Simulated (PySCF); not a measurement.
# Excitation energy of Cl²⁺ by level of theory

Cl²⁺ [Ne] 3s2 3p3 (4S) → Cl²⁺ [Ne] 3s1 3p4, s spin flipped, as a difference of total energies. Computed with PySCF 2.14 in x2c-TZVPPall with one added diffuse shell each of s, p, d type (6s6p4d1f, 51 functions), with the spin-free X2C one-electron Hamiltonian (Gaussian nucleus). Correlated levels: valence: [Ne] frozen; valence and next inner shell: 1s2 frozen. The calculations carry no spin-orbit coupling.

| method | excitation energy (eV) |
| --- | --- |
| UHF | 20.251 |
| LDA | 15.421 |
| PBE | 15.670 |
| PBE0 | 16.758 |
| r2SCAN | 16.845 |
| PBEsol | 15.645 |
| r2SCAN0 | 17.549 |
| LC-wPBE | 16.705 |
| BP86 | 15.543 |
| MP2 (valence) | 18.063 |
| SCS-MP2 (valence) | 17.650 |
| MP2 (valence and next inner shell) | 17.884 |
| SCS-MP2 (valence and next inner shell) | 17.514 |

Question: How much does correlation contribute at MP2 (valence and next inner shell)?

Answer: 17.884 − (20.251) = -2.367 eV, measured against UHF.

The upper determinant mixes two multiplicities, so it lies between the two terms.
